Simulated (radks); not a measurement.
Values are calculated unless marked as measured or tabulated.
All-electron atom: neutral copper in [Ar] 3d10 4s1. Level of theory: non-relativistic Kohn-Sham, r2SCAN, spin-polarised, spherical densities, point nucleus; open shells are filled with parallel spins first; meta-GGA in the generalised Kohn-Sham scheme (a radial shooting solver on a logarithmic mesh with Libxc functionals).

Normalised radial functions P(r) = r R(r), r in bohr:

```
   r/bohr * 3p down, o 3d down (the largest magnitude, 1.15, reaches the edge; | marks zero, & curves that meet)
 0.005244                             &
 0.007886                             &
  0.01195                             o*
  0.01812                             o *
  0.02747                             o  *
  0.04164                             o     *
  0.06312                             |o        *
  0.09569                             | o           *
   0.1451                             |    o         *
   0.2199                             |      *   o
   0.3333                  *          |                o
   0.5053  *                          |                     o
   0.7659  *                          |                     o
    1.161              *              |                o
     1.76                         *   |         o
    2.668                            *|    o
    4.044                             * o
    6.131                             &
    9.294                             &
```

3p down: eigenvalue -73.284 eV, 1 radial node at r = 0.262 bohr, <r> = 0.754 bohr, 90 % of the charge inside 1.17 bohr. 3d down: eigenvalue -5.103 eV, 0 radial nodes, <r> = 1.01 bohr, 90 % of the charge inside 1.82 bohr.
